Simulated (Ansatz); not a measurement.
Species: H₃Ga, SMILES `[GaH3]` (charge 0, multiplicity 1).

Q: Give a relaxed geometry from Ansatz (a quantum-chemistry and plane-wave program) with PBE0-D3(BJ)/def2-TZVP.

A: the end point of this relaxation (outside a Z-matrix the atoms follow the SMILES, hydrogens last).
Z-matrix (Å, degrees):
```
Ga
H 1 1.5681
H 1 1.5681 2 120.00
H 1 1.5681 2 120.00 3 179.99
```
